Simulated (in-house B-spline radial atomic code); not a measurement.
A calculation on In2+ (an excited or competing configuration): its settings, and results tabulated from the run. Level of theory: Dirac-Hartree-Fock, average of configuration, Fermi nucleus of rms radius 4.6156 fm; calculated with an all-electron radial atomic-structure program (B-spline basis).

Command:
```bash
python run_scf.py task.json out
```
Settings (nuclear radius in fm, mass in u):
```
Z                49
configuration    [Kr] 4d10 8p1
hamiltonian      dirac
method           hf
spin_polarised   False
nucleus          fermi
rms_radius       4.6156
atomic_mass      114.90388
speed_of_light   137.035999084
```

Output (hartree, bohr):
```
 radial grid: 81 intervals, B-splines of order 8, outer radius 60 bohr

 iter        energy (Eh)    residual
    1       -5870.672411    5.77e-01
    2       -5876.065253    3.11e-01
    3       -5878.609290    8.20e-02
    4       -5878.773093    2.28e-02
    5       -5878.781342    1.00e-02
    6       -5878.783960    1.21e-03
    7       -5878.783972    1.30e-04
    8       -5878.783973    1.90e-05
    9       -5878.783973    1.99e-06
   10       -5878.783973    1.17e-07

 total energy                     -5878.78397
 kinetic                            6177.6763
 electron-nucleus                 -14224.5079
 electron-electron                  2168.0476

 first-order corrections (not in the total)
   Gaunt                             4.5924
   retardation                      -0.4676
   frequency dependence             -0.0385
   self-energy                       3.1077
   Uehling                          -0.3985
   Wichmann-Kroll                    0.0079
   recoil                            0.0192

 orbital      occ     eigenvalue          <r>       <r^2>       <1/r>     <1/r^3>       <r^4>       r_max    small
 1s1/2      2.000     -1033.7696    0.0297056  0.00119408     51.8588           - 3.72122e-06     0.01922  3.23e-02
 2s1/2      2.000      -158.9233     0.127927   0.0193609     12.0233           - 0.000648644      0.1086  6.85e-03
 2p1/2      2.000      -147.8215     0.108557   0.0144859     11.9668           - 0.000423587     0.08393  6.83e-03
 2p3/2      4.000      -140.0358     0.113785   0.0157875     11.1846     4008.08 0.000494027     0.08833  6.53e-03
 3s1/2      2.000       -32.3908     0.346505    0.137385     4.24941           -   0.0288449      0.3147  1.98e-03
 3p1/2      2.000       -27.8675     0.338176    0.132893     4.14756           -    0.028326      0.3018  1.91e-03
 3p3/2      4.000       -26.4186     0.348877    0.141243     3.95996     744.277   0.0319065      0.3117  1.83e-03
 3d3/2      4.000       -18.5044     0.321177    0.122454     3.79017      115.29   0.0276986      0.2567  1.71e-03
 3d5/2      6.000       -18.2116     0.324643    0.124965     3.74116     108.039   0.0287627      0.2596  1.68e-03
 4s1/2      2.000        -6.2885     0.853943    0.824446     1.61401           -     1.01481      0.7721  4.91e-04
 4p1/2      2.000        -4.7418     0.906567    0.937924     1.49895           -     1.36448      0.8026  4.36e-04
 4p3/2      4.000        -4.4862      0.93388    0.995161      1.4435     122.015     1.53646      0.8259  4.15e-04
 4d3/2      4.000        -2.0149      1.13532      1.5184     1.16307      12.927     4.09121      0.9241  2.85e-04
 4d5/2      6.000        -1.9794      1.14987     1.55771     1.14654      11.953      4.3082      0.9346  2.78e-04
 8p1/2      0.333        -0.1458      15.1858     257.661   0.0906881           -       87192       16.35  5.62e-06
 8p3/2      0.667        -0.1443      15.3446     263.053   0.0895954    0.728003     90838.5       16.54  5.50e-06
```

Time taken, with all properties: 2 s on 1 thread of Arm Neoverse N1, on a shared host.

For the Dirac Hamiltonian the kinetic term is c α·p + (β - 1)c².
